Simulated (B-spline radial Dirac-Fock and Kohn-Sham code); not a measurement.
**Binding energies of Nd⁷⁺ at several levels of theory**

System: Nd⁷⁺, [Kr] 4d10 4f2 5s2 5p3.

The density-functional columns are spherical, spin-unpolarised Dirac-Kohn-Sham results without Breit or QED terms: −ε is minus the orbital energy of the initial state and ΔSCF the difference of two total energies. The reference in the last column comes from multi-electron Dirac-Fock with separately optimised hole states, Breit and Lamb-shift corrections added in first order. All numbers are from a radial B-spline solver, in eV; a selection of levels is shown. For the 1s level of heavy atoms much of the gap between ΔSCF and the reference is the Breit and QED part, -174.4 eV here; for other levels the error of the functional can be larger.

```
level   PBE −ε  PBE ΔSCF   LDA −ε  LDA ΔSCF  Dirac-Fock
   1s  43460.9   43888.7  43417.9   43844.4     43682.6
   2s   7113.7    7194.7   7108.1    7189.4      7248.0
2p1/2   6735.7    6836.8   6733.5    6834.7      6838.0
2p3/2   6215.7    6308.3   6214.1    6306.8      6324.4
   3s   1625.7    1654.7   1624.1    1653.3      1696.3
3p1/2   1464.2    1494.6   1463.7    1494.1      1521.6
3p3/2   1360.4    1389.3   1360.1    1389.1      1417.3
3d3/2   1079.2    1111.9   1079.5    1112.2      1117.1
3d5/2   1056.7    1089.0   1057.0    1089.3      1095.2
   4s    404.7     419.5    404.1     418.9       438.9
4p3/2    320.7     334.8    320.3     334.4       347.7
4d3/2    219.7     233.3    219.8     233.4       234.0
4d5/2    215.6     229.0    215.7     229.1       229.9
   4f    98.28     110.2    98.68     110.6       107.6
   5s    127.3     135.5    127.7     135.9       134.4
   5p    105.1     112.6    105.5     113.0       111.2
```

**Question.** Order the estimates of the K (1s) level by their distance from the Dirac-Fock value, nearest first.
A. PBE −ε
B. LDA ΔSCF
C. PBE ΔSCF
D. LDA −ε

**Answer.** B (161.8 eV), C (206.1 eV), A (221.7 eV), D (264.7 eV).

Values without a named source are computed, but for edge energies of neutral atoms, which are taken from tables.
